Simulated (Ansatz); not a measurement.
Relaxation of BCl3FH (6 atoms, charge 0, multiplicity 1), to a largest force component of 0.03 eV/Å in at most 50 steps.

All numbers below come from RKS BLYP/def2-SVP in Ansatz 0.2.0.

```xyz
6
Properties=species:S:1:pos:R:3:forces:R:3
B 0.382 -0.716 0.269 0.65 0.31 -0.10
F -1.306 1.256 -0.513 -1.01 -0.50 0.10
Cl -0.114 -1.858 -0.971 -0.01 0.07 0.05
Cl -0.229 -0.799 1.914 -0.01 0.01 -0.06
H -0.496 1.682 -0.602 1.07 0.52 -0.11
Cl 1.763 0.435 -0.096 -0.70 -0.41 0.12
```

Question: Where does it end, and by what steps?

Answer: The forces met the threshold. After 7 steps the energy has fallen by 0.048 eV; Cl6 moved furthest, 0.15 Å.

```json
{"step": "0", "energy less start (eV)": "0.0000", "largest force component (eV/Å)": "1.068", "accepted": "yes"}
{"step": "1", "energy less start (eV)": "0.0670", "largest force component (eV/Å)": "0.981", "accepted": "no"}
{"step": "2", "energy less start (eV)": "-0.0246", "largest force component (eV/Å)": "0.593", "accepted": "yes"}
{"step": "3", "energy less start (eV)": "-0.0280", "largest force component (eV/Å)": "0.688", "accepted": "yes"}
{"step": "4", "energy less start (eV)": "-0.0317", "largest force component (eV/Å)": "0.500", "accepted": "yes"}
{"step": "5", "energy less start (eV)": "-0.0427", "largest force component (eV/Å)": "0.214", "accepted": "yes"}
{"step": "6", "energy less start (eV)": "-0.0477", "largest force component (eV/Å)": "0.034", "accepted": "yes"}
{"step": "7", "energy less start (eV)": "-0.0480", "largest force component (eV/Å)": "0.003", "accepted": "yes"}
```

```xyz
6
Properties=species:S:1:pos:R:3
B 0.397 -0.748 0.286
F -1.324 1.392 -0.553
Cl -0.090 -1.898 -0.947
Cl -0.194 -0.866 1.934
H -0.414 1.626 -0.607
Cl 1.624 0.493 -0.114
```

Whether the end is a true minimum wasn't checked by a vibrational analysis.

Time of the run: 10 s on 2 threads of Arm Neoverse V2, with other jobs on the host, peak memory 0.12 GiB.
